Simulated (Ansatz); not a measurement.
`CBN(C)[SiH3]` + `CC(=N)F` → `C/N=C(/C)F` + `CBN[SiH3]`  (substitution at a C–N bond)

Isolated molecules relaxed with PBE0-D4/def2-TZVP in Ansatz; ΔE leaves out vibrations. CBS: MP2 limit from def2 TZ/QZ plus the TZ coupled-cluster correction, frozen cores. One conformer a species, not always the lowest.

```csv
species,CCSD(T)/CBS(def2) energy (Eh)
`CBN(C)[SiH3]`,-450.75391
`CC(=N)F`,-232.99347
`C/N=C(/C)F`,-272.24717
`CBN[SiH3]`,-411.50704
```

(1) Work out ΔE.

Largest T1 diagnostic among the species: 0.012.

Answers

(1) ΔE = (-272.24717) + (-411.50704) − (-450.75391) − (-232.99347) = -0.00683 Eh = -17.9 kJ/mol.

In def2-TZVPP, CCSD(T) changes the Hartree–Fock value by +8.7 kJ/mol (the triples alone add +1.0 kJ/mol) and MP2 by +8.2 kJ/mol. Leaving LDA and LC-ωPBE aside and taking each functional with its dispersion term where it has one, the values, not all of them listed here, spread over 3.9 kJ/mol, from r2SCAN-D4 to revPBE-D4. LDA lies +3.5 kJ/mol from PBE without D4.
